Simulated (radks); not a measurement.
Results of a calculation; reference values are marked as such.
Task: Species: Tl V. Configuration: [Xe] 4f14 5d9. Level of theory: non-relativistic Kohn-Sham, r2SCAN, spin-unpolarised, spherical densities, point nucleus; meta-GGA in the generalised Kohn-Sham scheme; relativity is left out, which matters for an element this heavy (a radial shooting solver on a logarithmic mesh with Libxc functionals). Some entries of the table are withheld. Estimate them.

orbital  occ.  eigenvalue (eV)  r(max) (bohr)  <1/r> (bohr^-1)
1s          2        -77126.27        0.01240              (1)
2s          2        -13018.02        0.06734            18.97
2p          6        -12525.10        0.05224            18.99
3s          2        -3127.674         0.1836            7.380
3p          6              (2)            (3)            7.327
3d         10        -2459.497         0.1357            7.254
4s          2        -722.9832         0.4079            3.244
4p          6        -620.2577         0.4068            3.154
4d         10        -431.3655         0.3986            2.973
4f         14        -177.4334         0.3543            2.651
5s          2        -150.4309         0.8942            1.366
5p          6        -116.3733         0.9418            1.262
5d          9         -61.1839          1.089            1.015

Result: 
(1) 1s <1/r> (bohr^-1): 80.44
(2) 3p eigenvalue (eV): -2894.267
(3) 3p r(max) (bohr): 0.1726
